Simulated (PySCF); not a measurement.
Compound: C7H10OPSi (charge -1).
Atom-mapped SMILES: `[CH2:1]=[CH:2][c:3]1[c:4]([O:5][CH3:6])[cH:7][p-:8][c:9]1[SiH3:10]`

Structure used (GFN2-xTB), in Å, numbered top down from 1:
```xyz
20
C7H10OPSi angstrom
C      1.064    2.214    1.248
C      0.105    1.363    0.873
C      0.193    0.176    0.071
C     -0.981   -0.581   -0.180
O     -2.203   -0.156    0.357
C     -3.299   -0.966    0.083
C     -0.780   -1.696   -0.953
P      0.896   -1.869   -1.421
C      1.317   -0.403   -0.548
Si     3.081    0.162   -0.573
H      0.837    3.074    1.862
H      2.093    2.094    0.964
H     -0.908    1.566    1.208
H     -4.159   -0.507    0.577
H     -3.163   -1.985    0.473
H     -3.500   -1.034   -0.996
H     -1.536   -2.405   -1.256
H      3.736    0.210    0.755
H      3.290    1.502   -1.168
H      3.911   -0.748   -1.378
```

Definitions: NICS(0) = −σiso at the ring centroid; NICS(1) = −σiso and NICS(1)zz = −σzz at ±1 Å along the ring normal z. Level: GIAO PBE0/pcSseg-1 (PySCF, non-relativistic, gas phase) on the GFN2-xTB geometry, one conformer.

Ring bond lengths (Å), with Mayer bond orders in brackets: C3–C4 1.419 (1.28), C4–C7 1.372 (1.50), C7–P8 1.749 (1.19), P8–C9 1.757 (1.28), C9–C3 1.409 (1.37).

**Question.** Give the NICS values of each ring in ppm.

**Answer.** 
| ring | type | NICS(0) | NICS(1), two faces | NICS(1)zz, two faces | rms pucker (Å) | centre to ring atoms, mean (Å) |
| --- | --- | --- | --- | --- | --- | --- |
| C3–C4–C7–P8–C9 | 5-membered ring with P; formal bonds all aromatic | -11.8 | -10.6 / -10.7 | -25.5 / -25.5 | 0.00 | 1.31 |

**Question.** What do they say, and how far can they be read as aromaticity?

**Answer.** 
- C3–C4–C7–P8–C9: mean NICS(1)zz -25.5 ppm, shielded.

**Question.** How equal are the bonds by HOMA? Use HOMA with the parameters of Krygowski (1993).

**Answer.** 
- C3–C4–C7–P8–C9: HOMA 0.77; the largest term is that of P8–C9, α(R − Ropt)² = 0.42.

**Question.** At the first NICS(1) probe listed for ring C3–C4–C7–P8–C9, 1 Å off the ring, what do the in-plane components average?

**Answer.** The isotropic value is a third of the trace: (3 × -10.6 − (-25.5))/2 = -3.1 ppm.

**Question.** List the ring angles and the Hirshfeld charges of the ring atoms.

**Answer.** 
- C3–C4–C7–P8–C9: C3 111.3° (-0.077 e), C4 114.4° (+0.018 e), C7 111.8° (-0.210 e), P8 90.8° (-0.146 e), C9 111.7° (-0.207 e); sum 540.0° against 540° for a flat convex ring.

**Question.** How shielded are the nuclei of the rings and their hydrogens (means over atoms taken as equivalent)?

**Answer.** 
| atoms | environment | σ isotropic (ppm) | principal values of the symmetric part, first atom (ppm) |
| --- | --- | --- | --- |
| C3 | substituted aromatic carbon | 59.7 | 1.6, 35.4, 142.1 |
| C4 | aromatic carbon bearing oxygen | 25.5 | -37.0, 34.7, 78.7 |
| C7 | aromatic CH carbon | 76.6 | -20.8, 83.1, 167.6 |
| P8 | phosphorus bonded to 2 C | 193.7 | 61.7, 108.1, 411.3 |
| C9 | substituted aromatic carbon | 62.7 | -55.9, 63.4, 180.5 |
| H17 | aromatic hydrogen | 25.71 | 23.0, 25.0, 29.2 |
